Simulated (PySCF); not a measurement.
# Bonding in `C#C/C=C(\C)[Si](F)(F)F`

Compound: C5H5F3Si.
Atom-mapped SMILES: `[CH:1]#[C:2]/[CH:3]=[C:4](\[CH3:5])[Si:6]([F:7])([F:8])[F:9]` (hydrogens: H10 on C1; H11 on C3; H12, H13, H14 on C5)

Structure used (GFN2-xTB), in Å, numbered top down from 1:
```
atom  x, y, z in Å
C1     3.2313   -0.1716   -0.1208
C2     2.0800   -0.4544    0.0790
C3     0.7435   -0.8161    0.3264
C4    -0.3189   -0.0440    0.0379
C5    -0.1613    1.3101   -0.5927
Si6   -2.0506   -0.6198    0.4084
F7    -2.1251   -2.0604    1.0725
F8    -2.9957   -0.7119   -0.8660
F9    -2.8553    0.3258    1.4004
H10    4.2366    0.0729   -0.2941
H11    0.6119   -1.7898    0.7813
H12   -0.5920    2.0762    0.0512
H13   -0.6934    1.3465   -1.5428
H14    0.8884    1.5363   -0.7628
```

Bond orders from the PBE0/pcSseg-1 density (PySCF). Isolated species at its GFN2-xTB geometry, gas phase.

(1) Where do the orders between heavy atoms depart from those drawn in the SMILES?

(2) Give the Mayer order of every bond, beside its length.

## Answers

(1) The largest departure is 0.637, at C1–C2 (drawn triple, 2.363). Drawn double or triple, more than 0.30 short of the drawn order: C1–C2 (2.363).

(2) 
```
  bond  drawn as  length (Å)  Mayer order
 C1–C2    triple       1.202        2.363
 C2–C3    single       1.407        1.111
 C3–C4    double       1.345        1.802
 C4–C5    single       1.502        1.065
C4–Si6    single       1.862        0.880
Si6–F7    single       1.588        0.964
Si6–F8    single       1.589        0.977
Si6–F9    single       1.589        0.977
C1–H10    single       1.049        1.145
C3–H11    single       1.083        0.931
C5–H12    single       1.090        0.940
C5–H13    single       1.090        0.940
C5–H14    single       1.087        0.948
```

Bonds between the same two heavy elements. C–C: lowest C4–C5 (1.065, 1.502 Å), highest C1–C2 (2.363, 1.202 Å). F–Si: all 3 within 0.02 of one another (0.964 to 0.977).

Q: Sum the orders of all bonds at each heavy atom with more than one neighbour and set the sums beside the valence in the SMILES.

A: C1 3.508 (drawn 4), C2 3.474 (drawn 4), C3 3.844 (drawn 4), C4 3.747 (drawn 4), C5 3.893 (drawn 4), Si6 3.798 (drawn 4). Orders between atoms that aren't bonded are not in these sums.

The Mayer order sums products of elements of PS (density times overlap matrix) between the two atoms' basis functions, so it depends on the basis set.
